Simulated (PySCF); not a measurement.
A PySCF script (with the pyscf-properties extension) for the NMR shieldings of `C[P+]1(CC)C=CCC=C1`, [C8H14P]+, on a GFN2-xTB geometry:

```python
import basis_set_exchange as bse
import numpy as np
from pyscf import gto, dft
from pyscf.prop import nmr

atoms = """
C    -2.131547    1.281335    0.292791
C    -2.024714   -0.192296   -0.082870
P    -0.278800   -0.711218   -0.203748
C    -0.231595   -2.441626   -0.743776
C     0.558313   -0.519221    1.357880
C     1.602668    0.295398    1.493492
C     2.221190    1.139385    0.437211
C     1.652406    1.069293   -0.934718
C     0.615757    0.336010   -1.335120
H    -1.650278    1.474936    1.249652
H    -1.663157    1.909814   -0.462300
H    -3.176454    1.569194    0.372471
H    -2.499063   -0.386187   -1.049496
H    -2.509875   -0.825414    0.666137
H    -0.726247   -2.539186   -1.709964
H     0.804179   -2.767336   -0.833900
H    -0.744673   -3.067060   -0.013221
H     0.178292   -1.098989    2.188766
H     2.078132    0.377302    2.463169
H     2.197026    2.184508    0.770151
H     3.289092    0.894764    0.381094
H     2.161352    1.692962   -1.659395
H     0.273242    0.350616   -2.361291
"""
names = dict.fromkeys(["C", "P", "H"], "pcSseg-1")
basis = {el: gto.basis.parse(bse.get_basis(n, elements=[el], fmt="nwchem")) for el, n in names.items()}
mol = gto.M(atom=atoms, basis=basis, charge=1, verbose=0)
mf = dft.RKS(mol, xc="PBE0")
mf.grids.level = 2
mf.grids.alignment = dft.numint.BLKSIZE   # the property module wants whole blocks of grid points
mf.conv_tol = 1e-9
mf.kernel()

calc = nmr.RKS(mf)   # GIAO
C = mf.mo_coeff
Co = C[:, mf.mo_occ > 0]
resp = mf.gen_response(singlet=True, hermi=2)
def vind(x):   # induced exchange potential for any number of trial vectors
    d = np.einsum("pi,xij,qj->xpq", C, 2 * x.reshape(-1, C.shape[1], Co.shape[1]), Co, optimize=True)
    return np.einsum("xpq,pi,qj->xij", resp(d - d.transpose(0, 2, 1)), C, Co, optimize=True).ravel()
mo1, _ = nmr.rhf.solve_mo1(calc, with_cphf=vind)
sigma = calc.kernel(mo1)
for i, s in enumerate(sigma):   # ppm
    w = np.linalg.eigvalsh((s + s.T) / 2)
    print("%2d %-2s iso %8.1f  s11 %8.1f  s22 %8.1f  s33 %8.1f" % (i, mol.atom_pure_symbol(i), w.mean(), *w))
```

Task: What does it print?

Result: 
```
 0 C  iso    178.3  s11    173.3  s22    174.9  s33    186.7
 1 C  iso    161.4  s11    149.0  s22    160.7  s33    174.6
 2 P  iso    339.1  s11    276.0  s22    325.9  s33    415.3
 3 C  iso    171.0  s11    159.4  s22    164.7  s33    188.8
 4 C  iso     77.0  s11    -24.6  s22     89.6  s33    166.1
 5 C  iso     20.1  s11   -108.5  s22     -1.2  s33    170.1
 6 C  iso    151.3  s11    119.4  s22    161.0  s33    173.4
 7 C  iso     20.2  s11   -108.3  s22     -1.2  s33    170.2
 8 C  iso     77.1  s11    -25.1  s22     89.5  s33    166.9
 9 H  iso     30.6  s11     25.5  s22     30.1  s33     36.3
10 H  iso     30.6  s11     25.4  s22     30.0  s33     36.3
11 H  iso     29.7  s11     24.5  s22     26.4  s33     38.4
12 H  iso     29.5  s11     24.5  s22     28.3  s33     35.6
13 H  iso     29.5  s11     24.6  s22     28.2  s33     35.6
14 H  iso     29.6  s11     25.1  s22     27.1  s33     36.7
15 H  iso     29.6  s11     24.8  s22     27.3  s33     36.7
16 H  iso     29.6  s11     25.1  s22     27.1  s33     36.7
17 H  iso     25.6  s11     22.7  s22     26.3  s33     27.6
18 H  iso     23.8  s11     21.7  s22     23.1  s33     26.7
19 H  iso     28.1  s11     24.8  s22     25.5  s33     34.0
20 H  iso     28.0  s11     24.1  s22     25.7  s33     34.3
21 H  iso     23.8  s11     21.7  s22     23.0  s33     26.7
22 H  iso     25.6  s11     22.8  s22     26.3  s33     27.6
```

These numbers come from an equivalent density-fitted implementation of the same equations, which agrees with the script to about 0.01 ppm for H and up to a few tenths of a ppm for heavy atoms, so last digits may differ.

Task: Turn these shieldings into chemical shifts. References, each an isolated molecule treated in the same way: TMS for 13C (σref 186.93), 1H (σref 31.72); 31P (σref 318.38) against H3PO4.

Result: Averaging equivalent atoms: C 5/7: 166.7; C 4/8: 109.9; C 6: 35.6; C 1: 25.5; C 3: 16.0; C 0: 8.6; P 2: -20.7; H 18/21: 7.90; H 17/22: 6.16; H 20: 3.69; H 19: 3.62; H 12/13: 2.25; H 14/15/16: 2.10; H 9/10/11: 1.40 ppm. Experimental scales use liquid or dissolved standards, which lie at an offset from isolated H3PO4.

Size and cost of the density-fitted run: 230 basis functions, 83 s wall time on 1 thread of an x86-64 server CPU, shared host.
